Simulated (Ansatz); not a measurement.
Ansatz (a first-principles code) job for C₃H₆O₂Si, SMILES O[SiH2][C@@H]1C=CO1, PBE-D3(BJ)/def2-SVP. 

Ansatz 0.2 input:
```yaml
crystal:
  periodic: [false, false, false]
  atoms:
    - {symbol: O, position_ang: [2.27031052, 0.61968846, -0.33604705]}
    - {symbol: Si, position_ang: [1.16892645, -0.52180093, 0.18143991]}
    - {symbol: C, position_ang: [-0.48974733, 0.29483140, 0.61159628]}
    - {symbol: C, position_ang: [-1.70426397, -0.60083502, 0.67348869]}
    - {symbol: C, position_ang: [-2.06892040, -0.07109135, -0.50939091]}
    - {symbol: O, position_ang: [-1.02990120, 0.82312959, -0.67142006]}
    - {symbol: H, position_ang: [2.00446463, 1.13723451, -1.10645768]}
    - {symbol: H, position_ang: [0.86654364, -1.54401804, -0.86010731]}
    - {symbol: H, position_ang: [1.76635434, -1.14711271, 1.38982608]}
    - {symbol: H, position_ang: [-0.42200602, 1.10829067, 1.35343137]}
    - {symbol: H, position_ang: [-2.07870516, -1.35695776, 1.35723635]}
    - {symbol: H, position_ang: [-2.84730601, -0.17219800, -1.26851489]}
basis:
  gaussian:
    orbitals: def2-SVP
hamiltonian:
  xc: pbe
  dispersion: d3bj
relax: {f_tol: 0.002, max_steps: 200}
```

Log of the run:

```
WARN ansatz: RAYON_NUM_THREADS=1 ignored (pool sized by the plan → 1); use --threads N
Functional definition: PBE
integrals: 0.06 GiB planned
1304 factors; their error is unknown
mean field: 0.35 GiB planned
mean field evaluation 1: about -15148.6827 eV, gradient 6.9e1 eV
mean field evaluation 2: about -15125.4413 eV, gradient 1.3e2 eV
mean field evaluation 4: about -15158.7753 eV, gradient 8.3e0 eV
mean field evaluation 8: about -15158.9310 eV, gradient 2.4e-1 eV
mean field evaluation 16: about -15158.8444 eV, gradient 2.8e-3 eV
mean field -15158.84442730 eV, -557.0772576694 hartree, gradient 1.6e-5 eV, S^2 0.000000; 0 other end points of the search recorded, 0 dependent functions left out
the calculation of the forces begins
reference -15158.84446360 eV, -557.0772590035 hartree; 27, 27 occupied and 91, 91 virtual orbitals, 1304 factors
relax step   1: F+E_penalty+E_count = -15159.10745578 eV  Δ(F+E_penalty+E_count) = +0.000e0 eV  max|allowed force component| = 4.348e-1 eV/Å  Δτ_max = 0.0000 Å  (32 SCF iters, accepted)
these checks for a lower state are left out or cut short: starts, cluster_reference, orbital_swaps, neighbouring_geometries, increment
integrals: 0.06 GiB planned
1304 factors; their error is unknown
mean field: 0.35 GiB planned
mean field -15158.86106991 eV, -557.0778692741 hartree, gradient 1.0e-5 eV, S^2 0.000000; 0 other end points of the search recorded, 0 dependent functions left out
the calculation of the forces begins
reference -15158.86110635 eV, -557.0778706134 hartree; 27, 27 occupied and 91, 91 virtual orbitals, 1304 factors
relax step   2: F+E_penalty+E_count = -15159.12356979 eV  Δ(F+E_penalty+E_count) = -1.611e-2 eV  max|allowed force component| = 2.298e-1 eV/Å  Δτ_max = 0.0160 Å  (33 SCF iters, accepted)
these checks for a lower state are left out or cut short: starts, cluster_reference, orbital_swaps, neighbouring_geometries, increment
integrals: 0.06 GiB planned
1304 factors; their error is unknown
mean field: 0.35 GiB planned
mean field evaluation 32: about -15158.8640 eV, gradient 1.4e-4 eV
mean field -15158.86396564 eV, -557.0779756901 hartree, gradient 1.0e-5 eV, S^2 0.000000; 0 other end points of the search recorded, 0 dependent functions left out
the calculation of the forces begins
reference -15158.86400211 eV, -557.0779770307 hartree; 27, 27 occupied and 91, 91 virtual orbitals, 1304 factors
relax step   3: F+E_penalty+E_count = -15159.12623487 eV  Δ(F+E_penalty+E_count) = -2.665e-3 eV  max|allowed force component| = 7.681e-2 eV/Å  Δτ_max = 0.0133 Å  (33 SCF iters, accepted)
these checks for a lower state are left out or cut short: starts, cluster_reference, orbital_swaps, neighbouring_geometries, increment
integrals: 0.06 GiB planned
1304 factors; their error is unknown
mean field: 0.35 GiB planned
mean field -15158.86428621 eV, -557.0779874711 hartree, gradient 1.0e-5 eV, S^2 0.000000; 0 other end points of the search recorded, 0 dependent functions left out
the calculation of the forces begins
reference -15158.86432268 eV, -557.0779888114 hartree; 27, 27 occupied and 91, 91 virtual orbitals, 1304 factors
relax step   4: F+E_penalty+E_count = -15159.12667063 eV  Δ(F+E_penalty+E_count) = -4.358e-4 eV  max|allowed force component| = 2.955e-2 eV/Å  Δτ_max = 0.0089 Å  (34 SCF iters, accepted)
these checks for a lower state are left out or cut short: starts, cluster_reference, orbital_swaps, neighbouring_geometries, increment
integrals: 0.06 GiB planned
1304 factors; their error is unknown
mean field: 0.35 GiB planned
mean field -15158.86442657 eV, -557.0779926291 hartree, gradient 1.1e-5 eV, S^2 0.000000; 0 other end points of the search recorded, 0 dependent functions left out
the calculation of the forces begins
reference -15158.86446299 eV, -557.0779939677 hartree; 27, 27 occupied and 91, 91 virtual orbitals, 1304 factors
relax step   5: F+E_penalty+E_count = -15159.12701414 eV  Δ(F+E_penalty+E_count) = -3.435e-4 eV  max|allowed force component| = 3.996e-2 eV/Å  Δτ_max = 0.0176 Å  (32 SCF iters, accepted)
these checks for a lower state are left out or cut short: starts, cluster_reference, orbital_swaps, neighbouring_geometries, increment
integrals: 0.06 GiB planned
1304 factors; their error is unknown
mean field: 0.35 GiB planned
mean field -15158.86446787 eV, -557.0779941468 hartree, gradient 1.0e-5 eV, S^2 0.000000; 0 other end points of the search recorded, 0 dependent functions left out
the calculation of the forces begins
reference -15158.86450427 eV, -557.0779954846 hartree; 27, 27 occupied and 91, 91 virtual orbitals, 1304 factors
relax step   6: F+E_penalty+E_count = -15159.12714724 eV  Δ(F+E_penalty+E_count) = -1.331e-4 eV  max|allowed force component| = 1.470e-2 eV/Å  Δτ_max = 0.0042 Å  (35 SCF iters, accepted)
these checks for a lower state are left out or cut short: starts, cluster_reference, orbital_swaps, neighbouring_geometries, increment
integrals: 0.06 GiB planned
1304 factors; their error is unknown
mean field: 0.35 GiB planned
mean field -15158.86447385 eV, -557.0779943665 hartree, gradient 9.6e-6 eV, S^2 0.000000; 0 other end points of the search recorded, 0 dependent functions left out
the calculation of the forces begins
reference -15158.86451025 eV, -557.0779957043 hartree; 27, 27 occupied and 91, 91 virtual orbitals, 1304 factors
relax step   7: F+E_penalty+E_count = -15159.12717169 eV  Δ(F+E_penalty+E_count) = -2.445e-5 eV  max|allowed force component| = 7.961e-3 eV/Å  Δτ_max = 0.0031 Å  (25 SCF iters, accepted)
these checks for a lower state are left out or cut short: starts, cluster_reference, orbital_swaps, neighbouring_geometries, increment
integrals: 0.06 GiB planned
1304 factors; their error is unknown
mean field: 0.35 GiB planned
mean field evaluation 64: about -15158.8645 eV, gradient 1.0e-1 eV
mean field -15158.86449226 eV, -557.0779950431 hartree, gradient 7.3e-6 eV, S^2 0.000000; 0 other end points of the search recorded, 0 dependent functions left out
the calculation of the forces begins
reference -15158.86452866 eV, -557.0779963808 hartree; 27, 27 occupied and 91, 91 virtual orbitals, 1304 factors
relax step   8: F+E_penalty+E_count = -15159.12717687 eV  Δ(F+E_penalty+E_count) = -5.186e-6 eV  max|allowed force component| = 6.415e-3 eV/Å  Δτ_max = 0.0021 Å  (24 SCF iters, accepted)
these checks for a lower state are left out or cut short: starts, cluster_reference, orbital_swaps, neighbouring_geometries, increment
integrals: 0.06 GiB planned
1304 factors; their error is unknown
mean field: 0.35 GiB planned
mean field -15158.86453002 eV, -557.0779964307 hartree, gradient 8.4e-6 eV, S^2 0.000000; 0 other end points of the search recorded, 0 dependent functions left out
the calculation of the forces begins
reference -15158.86456641 eV, -557.0779977682 hartree; 27, 27 occupied and 91, 91 virtual orbitals, 1304 factors
relax step   9: F+E_penalty+E_count = -15159.12718721 eV  Δ(F+E_penalty+E_count) = -1.033e-5 eV  max|allowed force component| = 4.925e-3 eV/Å  Δτ_max = 0.0034 Å  (25 SCF iters, accepted)
these checks for a lower state are left out or cut short: starts, cluster_reference, orbital_swaps, neighbouring_geometries, increment
integrals: 0.06 GiB planned
1304 factors; their error is unknown
mean field: 0.35 GiB planned
mean field -15158.86458821 eV, -557.0779985691 hartree, gradient 1.0e-5 eV, S^2 0.000000; 0 other end points of the search recorded, 0 dependent functions left out
the calculation of the forces begins
reference -15158.86462459 eV, -557.0779999063 hartree; 27, 27 occupied and 91, 91 virtual orbitals, 1304 factors
relax step  10: F+E_penalty+E_count = -15159.12719700 eV  Δ(F+E_penalty+E_count) = -9.793e-6 eV  max|allowed force component| = 4.318e-3 eV/Å  Δτ_max = 0.0063 Å  (34 SCF iters, accepted)
these checks for a lower state are left out or cut short: starts, cluster_reference, orbital_swaps, neighbouring_geometries, increment
integrals: 0.06 GiB planned
1304 factors; their error is unknown
mean field: 0.35 GiB planned
mean field -15158.86461821 eV, -557.0779996717 hartree, gradient 7.1e-6 eV, S^2 0.000000; 0 other end points of the search recorded, 0 dependent functions left out
the calculation of the forces begins
reference -15158.86465459 eV, -557.0780010087 hartree; 27, 27 occupied and 91, 91 virtual orbitals, 1304 factors
relax step  11: F+E_penalty+E_count = -15159.12720016 eV  Δ(F+E_penalty+E_count) = -3.161e-6 eV  max|allowed force component| = 4.683e-3 eV/Å  Δτ_max = 0.0031 Å  (25 SCF iters, accepted)
these checks for a lower state are left out or cut short: starts, cluster_reference, orbital_swaps, neighbouring_geometries, increment
integrals: 0.06 GiB planned
1304 factors; their error is unknown
mean field: 0.35 GiB planned
mean field -15158.86462854 eV, -557.0780000512 hartree, gradient 2.2e-5 eV, S^2 0.000000; 0 other end points of the search recorded, 0 dependent functions left out
the calculation of the forces begins
reference -15158.86466492 eV, -557.0780013881 hartree; 27, 27 occupied and 91, 91 virtual orbitals, 1304 factors
relax step  12: F+E_penalty+E_count = -15159.12720183 eV  Δ(F+E_penalty+E_count) = -1.665e-6 eV  max|allowed force component| = 2.203e-3 eV/Å  Δτ_max = 0.0024 Å  (23 SCF iters, accepted)
these checks for a lower state are left out or cut short: starts, cluster_reference, orbital_swaps, neighbouring_geometries, increment
integrals: 0.06 GiB planned
1304 factors; their error is unknown
mean field: 0.35 GiB planned
mean field evaluation 96: about -15158.8646 eV, gradient 8.9e-6 eV
mean field -15158.86462971 eV, -557.0780000943 hartree, gradient 2.5e-5 eV, S^2 0.000000; 0 other end points of the search recorded, 0 dependent functions left out
the calculation of the forces begins
reference -15158.86466609 eV, -557.0780014313 hartree; 27, 27 occupied and 91, 91 virtual orbitals, 1304 factors
relax step  13: F+E_penalty+E_count = -15159.12720219 eV  Δ(F+E_penalty+E_count) = -3.616e-7 eV  max|allowed force component| = 1.241e-3 eV/Å  Δτ_max = 0.0003 Å  (21 SCF iters, accepted)
integrals: 0.06 GiB planned
1304 factors; their error is unknown
mean field: 0.35 GiB planned
mean field -15158.86462971 eV, -557.0780000943 hartree, gradient 2.5e-5 eV, S^2 0.000000; 1 other end points of the search recorded, 0 dependent functions left out
the calculation of the forces begins
reference -15158.86466609 eV, -557.0780014313 hartree; 27, 27 occupied and 91, 91 virtual orbitals, 1304 factors
Total energy: -15159.12723857 eV, -557.0876507918 hartree
Atom 0 at     2.307741     0.616855    -0.314541 Å, force    -0.000697     0.000060    -0.000291 eV/Å
Atom 1 at     1.156779    -0.508689     0.173629 Å, force     0.000119    -0.000347     0.000125 eV/Å
Atom 2 at    -0.503549     0.318684     0.615098 Å, force     0.000920    -0.000755    -0.000363 eV/Å
Atom 3 at    -1.693272    -0.605671     0.685954 Å, force    -0.000542     0.000536     0.000725 eV/Å
Atom 4 at    -2.070756    -0.085411    -0.509772 Å, force     0.001079    -0.001241    -0.000864 eV/Å
Atom 5 at    -1.050899     0.839463    -0.674350 Å, force    -0.000991     0.001187     0.000563 eV/Å
Atom 6 at     2.052134     1.119276    -1.108648 Å, force     0.000576     0.000252     0.000033 eV/Å
Atom 7 at     0.825840    -1.515165    -0.895241 Å, force    -0.000073    -0.000132    -0.000094 eV/Å
Atom 8 at     1.740977    -1.168978     1.386417 Å, force     0.000165    -0.000020     0.000084 eV/Å
Atom 9 at    -0.434431     1.141578     1.358962 Å, force    -0.000207     0.000078    -0.000019 eV/Å
Atom 10 at    -2.048531    -1.374304     1.378156 Å, force    -0.000266     0.000165     0.000224 eV/Å
Atom 11 at    -2.846283    -0.208476    -1.280583 Å, force    -0.000083     0.000216    -0.000125 eV/Å
Dipole moment:    -0.223534    -0.030853    -0.043424 e Å
```

Self-consistency was reached.
